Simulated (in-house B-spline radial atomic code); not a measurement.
RPA and G0W0 for neutral silver, [Kr] 4d10 5s1, highest spin, as one setting changes: the highest l of the empty states. Start: PBE. A dash marks a level of low quasi-particle weight. Computed with an all-electron radial atomic-structure program (B-spline basis): all electrons, scalar-relativistic (spin-free one-electron X2C), finite nucleus, each spin shell either full or empty, empty states to the listed l with an (l + 1/2)⁻⁴ tail; G0W0 by contour deformation at full frequency.

RPA overbinds a lone outer s electron by self-correlation, and G0W0 tends to as well.

| highest l of the empty states | RPA summed (Eh) | RPA extrapolated (Eh) | G0W0 level (eV) |
| --- | --- | --- | --- |
| 4 | -3.141 | -3.6859 | - |
| 5 | ? | ? | ? |
| 6 | -3.5057 | -3.7109 | - |
| 7 | -3.5693 | -3.6994 | - |
| 8 | ? | ? | ? |
| 9 | -3.6246 | -3.68 | - |
| 10 | -3.6374 | -3.6763 | - |
| 11 | -3.6458 | -3.6741 | - |

**Question.** What belongs in the row for 8?

**Answer.** RPA summed (Eh): -3.6041; RPA extrapolated (Eh): -3.6865; G0W0 level (eV): -.

**Question.** What belongs in the row for 5?

**Answer.** RPA summed (Eh): -3.3862; RPA extrapolated (Eh): -3.7277; G0W0 level (eV): -.
